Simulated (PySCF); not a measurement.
## Computed spin Hamiltonian

C7H11S (doublet state).
Numbering: `[CH2:1]=[CH:2]/[C:3]=[CH:4]\[CH2:5][CH2:6][S:7][CH3:8]` (hydrogens: H9, H10 on C1; H11 on C2; H12 on C4; H13, H14 on C5; H15, H16 on C6; H17, H18, H19 on C8)

Geometry (GFN2-xTB, Å), atoms numbered from 1 in this order:
```xyz
19
C7H11S angstrom
C      3.2980    1.1258   -1.0055
C      2.9312   -0.1583   -0.6840
C      1.9789   -0.4871    0.2107
C      1.0179   -0.8156    1.0059
C     -0.4214   -0.9969    0.5765
C     -1.2969    0.0604    1.2350
S     -3.0684   -0.1589    0.8600
C     -3.1037    0.4059   -0.8643
H      2.8178    1.9715   -0.5474
H      4.0740    1.3168   -1.7224
H      3.4496   -0.9810   -1.1669
H      1.1918   -0.9705    2.0668
H     -0.7689   -1.9879    0.8791
H     -0.4874   -0.9201   -0.5097
H     -1.2310   -0.0062    2.3210
H     -1.0102    1.0651    0.9216
H     -2.5729   -0.2965   -1.5002
H     -2.6602    1.3956   -0.9285
H     -4.1481    0.4472   -1.1551
```

The hyperfine couplings belong to this conformer and change with its torsions.

Level of theory: UKS B3LYP, pcH-1 on C H S, non-relativistic, mean-field spin-orbit, GIAO (PySCF 2.14.0). Geometry: GFN2-xTB, one conformer, isolated molecule. Couplings are sensitive to structure, and on GFN2-xTB geometries they can be far from those on DFT ones. The SCF solution wasn't tested for stability. ⟨S²⟩ is 0.775 where a pure state has 0.75.

```
g1, g2, g3                      : 2.00216, 2.00240, 2.00273
g_iso                           : 2.00243
Form of g                       : rhombic: the two nearest values differ by 42 % of g3 − g1
⟨S²⟩                            : 0.7752 (exact 0.7500)
α and β electrons               : 35, 34
HOMO–LUMO gap, α and β orbitals : 5.27, 3.84 eV
Total energy                    : -671.48825 Eh
Basis functions                 : 320
```

Hyperfine couplings atom by atom, in MHz; T1 to T3 are the principal values of the dipolar part; ρ(0) is the spin density at the nucleus:

| atom | isotope | a_iso | of which spin–orbit | T1 | T2 | T3 | Mulliken spin population | ρ(0) (bohr⁻³) |
| --- | --- | --- | --- | --- | --- | --- | --- | --- |
| C1 | 13C | 60.9 | -0.1 | -54.4 | -52.7 | 107.2 | 0.71 | 0.0543 |
| C2 | 13C | -49.7 | 0.0 | -27.0 | 10.4 | 16.6 | -0.25 | -0.0442 |
| C3 | 13C | 52.5 | -0.1 | -52.9 | -40.0 | 92.9 | 0.60 | 0.0468 |
| C4 | 13C | -37.1 | 0.0 | -9.7 | 2.4 | 7.3 | -0.10 | -0.0330 |
| C5 | 13C | 52.8 | 0.0 | -5.0 | -4.5 | 9.5 | 0.04 | 0.0470 |
| C6 | 13C | -4.1 | 0.0 | -0.4 | -0.2 | 0.5 | 0.00 | -0.0037 |
| S7 | 33S | 0.6 | 0.0 | -0.6 | -0.5 | 1.1 | 0.00 | 0.0018 |
| C8 | 13C | 0.1 | 0.0 | -0.1 | -0.1 | 0.2 | 0.00 | 0.0001 |
| H9 | 1H | -42.6 | 0.0 | -23.2 | -1.6 | 24.8 | -0.03 | -0.0095 |
| H10 | 1H | -43.9 | 0.0 | -26.6 | -0.3 | 26.9 | -0.03 | -0.0098 |
| H11 | 1H | 15.6 | 0.0 | -5.2 | -0.9 | 6.1 | 0.01 | 0.0035 |
| H12 | 1H | 97.7 | 0.0 | -3.2 | -2.5 | 5.8 | 0.05 | 0.0219 |
| H13 | 1H | -2.6 | 0.0 | -2.5 | -1.4 | 3.9 | 0.00 | -0.0006 |
| H14 | 1H | -3.4 | 0.0 | -4.3 | -0.8 | 5.1 | 0.00 | -0.0008 |
| H15 | 1H | 0.0 | 0.0 | -0.9 | -0.7 | 1.5 | 0.00 | 0.0000 |
| H16 | 1H | 0.4 | 0.0 | -1.2 | -0.9 | 2.1 | 0.00 | 0.0001 |
| H17 | 1H | 0.2 | 0.0 | -0.6 | -0.4 | 1.0 | 0.00 | 0.0000 |
| H18 | 1H | 0.0 | 0.0 | -0.5 | -0.3 | 0.9 | 0.00 | 0.0000 |
| H19 | 1H | 0.0 | 0.0 | -0.3 | -0.2 | 0.5 | 0.00 | 0.0000 |

The largest Mulliken spin populations are on C1 (+0.71), C3 (+0.60), C2 (-0.25) and C4 (-0.10). The positive populations add up to 1.42 and the negative ones to -0.42, together 2S = 1. The angles at C1 add up to 360.0°, so it is planar; its axial dipolar tensor and the negative couplings of its protons fit spin in a p orbital normal to that plane.

Axes: g2 points within 5° of the C2–C3 bond.

Under fast tumbling the dipolar parts average out, and these isotropic splittings remain: 1 × 1H (H12, I = 1/2, 2 lines) with 3.49 mT, 1 × 1H (H10, I = 1/2, 2 lines) with 1.57 mT, 1 × 1H (H9, I = 1/2, 2 lines) with 1.52 mT, 1 × 1H (H11, I = 1/2, 2 lines) with 0.56 mT and 2 × 1H (H13/H14, I = 1/2, 3 lines) with 0.11 mT.

Means are taken over nuclei equivalent by connectivity, which assumes that they swap fast.

The 13C coupling of C1 (60.9 MHz) shows only in satellite lines or after enrichment, since that isotope makes up about 1.07 % of natural carbon.

The SMILES draws the unpaired electron on C3; the largest computed Mulliken spin population is on C1 (0.71 against 0.60).
